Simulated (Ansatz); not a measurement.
Mulliken charges of C₂H₅NSe (`C/N=C/[SeH]`) from ωB97M-V/def2-TZVPP in Ansatz (PBE0-D4/def2-TZVP geometry).

```json
{"atom": "C1", "x (Å)": "-0.066", "y (Å)": "1.508", "z (Å)": "-0.036", "charge (e)": "-0.191"}
{"atom": "N2", "x (Å)": "0.556", "y (Å)": "0.307", "z (Å)": "0.457", "charge (e)": "-0.206"}
{"atom": "C3", "x (Å)": "0.109", "y (Å)": "-0.795", "z (Å)": "0.066", "charge (e)": "-0.075"}
{"atom": "Se4", "x (Å)": "0.890", "y (Å)": "-2.415", "z (Å)": "0.682", "charge (e)": "0.024"}
{"atom": "H5", "x (Å)": "-0.899", "y (Å)": "1.319", "z (Å)": "-0.728", "charge (e)": "0.074"}
{"atom": "H6", "x (Å)": "-0.434", "y (Å)": "2.095", "z (Å)": "0.809", "charge (e)": "0.120"}
{"atom": "H7", "x (Å)": "0.685", "y (Å)": "2.119", "z (Å)": "-0.545", "charge (e)": "0.120"}
{"atom": "H8", "x (Å)": "-0.730", "y (Å)": "-0.917", "z (Å)": "-0.631", "charge (e)": "0.083"}
{"atom": "H9", "x (Å)": "-0.022", "y (Å)": "-3.267", "z (Å)": "-0.090", "charge (e)": "0.051"}
```

By hand: the dipole of these point charges (1 e Å = 4.8032 D).

Σ q r = (-0.187, 0.011, -0.155) e Å, of length 0.243 e Å = 1.17 D.

How does the dipole of the full density compare? (Estimate.)

The calculation gave: (-0.352, 0.017, -0.292) e Å, 2.20 D; the point charges give 0.53 times that, at 0° from its direction.

Point charges leave out the atoms' own dipoles, such as those of lone pairs, and Mulliken's split depends on the basis, so the two needn't agree.
